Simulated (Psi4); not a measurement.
C$_{4}$H$_{8}$O (SMILES CCC(C)=O), singlet, at a GFN2-xTB geometry; PBE/6-31G** (Psi4 1.11).

The Psi4 input:
```
memory 2 GB

molecule mol {
0 1
  C     1.787863    0.544610   -0.266479
  C     0.839513   -0.286027    0.602045
  C    -0.538329   -0.299849   -0.029006
  C    -1.435633    0.836520    0.389677
  O    -0.879101   -1.146428   -0.814551
  H     2.791165    0.525133    0.152032
  H     1.458160    1.579709   -0.322671
  H     1.824240    0.138413   -1.274419
  H     1.211594   -1.310190    0.655344
  H     0.791908    0.135313    1.606665
  H    -0.897646    1.780274    0.352548
  H    -1.753043    0.669216    1.417824
  H    -2.314052    0.882031   -0.248336
}

set basis 6-31g**
set reference rks

energy('pbe')
print_variables()
```

Predict the main parts of the log of this Psi4 run.


```
   => Loading Basis Set <=

    Name: 6-31G**
    Role: ORBITAL
    Keyword: BASIS

         ---------------------------------------------------------
                                   SCF
               by Justin Turney, Rob Parrish, Andy Simmonett
                          and Daniel G. A. Smith
                              RKS Reference
         ---------------------------------------------------------

  ==> Geometry <==

    Molecular point group: c1
    Full point group: C1

    Geometry (in Angstrom), charge = 0, multiplicity = 1:

       Center              X                  Y                   Z               Mass
    ------------   -----------------  -----------------  -----------------  -----------------
         C            1.830655169435     0.605112247870    -0.234330513426    12.000000000000
         C            0.882305169435    -0.225524752130     0.634193486574    12.000000000000
         C           -0.495536830565    -0.239346752130     0.003142486574    12.000000000000
         C           -1.392840830565     0.897022247870     0.421825486574    12.000000000000
         O           -0.836308830565    -1.085925752130    -0.782402513426    15.994914619570
         H            2.833957169435     0.585635247870     0.184180486574     1.007825032230
         H            1.500952169435     1.640211247870    -0.290522513426     1.007825032230
         H            1.867032169435     0.198915247870    -1.242270513426     1.007825032230
         H            1.254386169435    -1.249687752130     0.687492486574     1.007825032230
         H            0.834700169435     0.195815247870     1.638813486574     1.007825032230
         H           -0.854853830565     1.840776247870     0.384696486574     1.007825032230
         H           -1.710250830565     0.729718247870     1.449972486574     1.007825032230
         H           -2.271259830565     0.942533247870    -0.216187513426     1.007825032230

  Running in c1 symmetry.

  Rotational constants: A =      0.25288  B =      0.12976  C =      0.10269 [cm^-1]
  Rotational constants: A =   7581.19657  B =   3890.07239  C =   3078.50823 [MHz]
  Nuclear repulsion =  177.262511691423612

  Charge       = 0
  Multiplicity = 1
  Electrons    = 40
  Nalpha       = 20
  Nbeta        = 20

  ==> Algorithm <==

  SCF Algorithm Type is DF.
  DIIS enabled.
  MOM disabled.
  Fractional occupation disabled.
  Guess Type is SAD.
  Energy threshold   = 1.00e-06
  Density threshold  = 1.00e-06
  Integral threshold = 1.00e-12

  ==> Primary Basis <==

  Basis Set: 6-31G**
    Blend: 6-31G**
    Number of shells: 54
    Number of basis functions: 115
    Number of Cartesian functions: 115
    Spherical Harmonics?: false
    Max angular momentum: 2

  ==> DFT Potential <==

   => LibXC <=

    Version 7.1.2
    S. Lehtola, C. Steigemann, M. J. T. Oliveira, and M. A. L. Marques,  SoftwareX 7, 1–5 (2018) (10.1016/j.softx.2017.11.002)

   => Composite Functional: PBE <=

    PBE GGA Exchange-Correlation Functional

    J.P. Perdew et. al., Phys. Rev. Lett., 77(18), 3865-3868, 1996

    Deriv               =              1
    GGA                 =           TRUE
    Meta                =          FALSE

    Exchange Hybrid     =          FALSE
    MP2 Hybrid          =          FALSE

   => Exchange Functionals <=

    1.0000     XC_GGA_X_PBE

   => Correlation Functionals <=

    1.0000     XC_GGA_C_PBE

   => LibXC Density Thresholds  <==

    XC_GGA_C_PBE:  1.00E-12
    XC_GGA_X_PBE:  1.00E-15

   => Molecular Quadrature <=

    Radial Scheme          =       TREUTLER
    Pruning Scheme         =           NONE
    Nuclear Scheme         =       TREUTLER

    Blocking Scheme        =         OCTREE
    BS radius alpha        =              1
    Pruning alpha          =              1
    Radial Points          =             75
    Spherical Points       =            302
    Total Points           =         275676
    Total Blocks           =           2093
[...]
  Using in-core AOs.

  ==> MemDFJK: Density-Fitted J/K Matrices <==

    J tasked:                   Yes
    K tasked:                    No
    wK tasked:                   No
    Algorithm:                 Core
    Schwarz Cutoff:           1E-12
    Mask sparsity (%):       2.2382
    Fitting Condition:        1E-10

   => Auxiliary Basis Set <=

  Basis Set: (6-31G** AUX)
    Blend: CC-PVDZ-JKFIT
    Number of shells: 192
    Number of basis functions: 605
    Number of Cartesian functions: 605
    Spherical Harmonics?: false
    Max angular momentum: 3

  Minimum eigenvalue in the overlap matrix is 3.9049758725E-03.
  Reciprocal condition number of the overlap matrix is 5.4091458731E-04.
    Using symmetric orthogonalization.

  ==> Pre-Iterations <==

  SCF Guess: Superposition of Atomic Densities via on-the-fly atomic UHF (no occupation information).

   -------------------------
    Irrep   Nso     Nmo
   -------------------------
     A        115     115
   -------------------------
    Total     115     115
   -------------------------

  ==> Iterations <==

                           Total Energy        Delta E     RMS |[F,P]|

   @DF-RKS iter SAD:  -231.54783420916647   -2.31548e+02   0.00000e+00
   @DF-RKS iter   1:  -231.67516483916953   -1.27331e-01   8.66058e-03 ADIIS/DIIS
   @DF-RKS iter   2:  -231.20639797576590    4.68767e-01   1.17879e-02 ADIIS/DIIS
   @DF-RKS iter   3:  -232.14033724842790   -9.33939e-01   2.34742e-03 ADIIS/DIIS
   @DF-RKS iter   4:  -232.16230736745339   -2.19701e-02   1.24604e-03 ADIIS/DIIS
   @DF-RKS iter   5:  -232.17060683829544   -8.29947e-03   2.09355e-04 ADIIS/DIIS
   @DF-RKS iter   6:  -232.17086394468328   -2.57106e-04   7.05779e-05 DIIS
   @DF-RKS iter   7:  -232.17089602177555   -3.20771e-05   1.22029e-05 DIIS
   @DF-RKS iter   8:  -232.17089696115704   -9.39381e-07   3.36849e-06 DIIS
   @DF-RKS iter   9:  -232.17089703966514   -7.85081e-08   8.98699e-07 DIIS
  Energy and wave function converged.

  ==> Post-Iterations <==

   Electrons on quadrature grid:
      Ntotal   =   40.0000853189 ; deviation = 8.532e-05

    Orbital Energies [Eh]
    ---------------------

    Doubly Occupied:

[...]
    Virtual:

[...]
    Final Occupation by Irrep:
              A
    DOCC [    20 ]
    NA   [    20 ]
    NB   [    20 ]

  @DF-RKS Final Energy:  -232.17089703966514

   => Energetics <=

    Nuclear Repulsion Energy =            177.2625116914236116
    One-Electron Energy =                -664.9387448099089397
    Two-Electron Energy =                 288.4837694487152362
    DFT Exchange-Correlation Energy =     -32.9784333698950221
    Empirical Dispersion Energy =           0.0000000000000000
    VV10 Nonlocal Energy =                  0.0000000000000000
    Total Energy =                       -232.1708970396651353

Computation Completed

Properties will be evaluated at   0.000000,   0.000000,   0.000000 [a0]

Properties computed using the SCF density matrix

 Multipole Moments:

 ------------------------------------------------------------------------------------
     Multipole            Electronic (a.u.)      Nuclear  (a.u.)        Total (a.u.)
 ------------------------------------------------------------------------------------

 L = 1.  Multiply by 2.5417464519 to convert [e a0] to [Debye]
 Dipole X            :         -2.8766283            3.2346230            0.3579947
 Dipole Y            :         -3.8445038            4.5733052            0.7288014
 Dipole Z            :         -1.7929565            2.4300753            0.6371188
 Magnitude           :                                                    1.0321008

 ------------------------------------------------------------------------------------

  Variable Map:
  ----------------------------------------------------------------------------
[...]
  Array Variable Map:
  ----------------------------------------------------------------------------
[...]
[...]
```
